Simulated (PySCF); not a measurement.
Electron correlation in V⁴⁺ (vanadium, charge +4)

Starting occupation: [Ar] 3d1, 3d3/2 with m_j = +3/2. Calculation: PySCF 2.14, in x2c-SVPall-2c (5s5p3d1f, 42 functions); X2C-1e with screened-nucleus spin-orbit coupling, Gaussian nucleus. Frozen: [Ne]; 9 electrons correlated; the 6 highest virtual spinors left out.

MP2 pair energies summed by pair of shells (mhartree):

| pair | energy | share (%) |
| --- | --- | --- |
| 3p-3p | -127.75 | 78.3 |
| 3d-3p | -18.72 | 11.5 |
| 3p-3s | -9.91 | 6.1 |
| 3s-3s | -4.87 | 3.0 |
| 3d-3s | -1.99 | 1.2 |

Total MP2 correlation energy: -163.25 mhartree.

The GHF reference relaxed away from the jj start to a determinant that is no pure jj level (⟨S²⟩ = 0.75, ⟨J²⟩ = 3.88); the energies belong to that determinant.

This basis was not built for core-valence correlation, so the inner-shell part is incomplete.
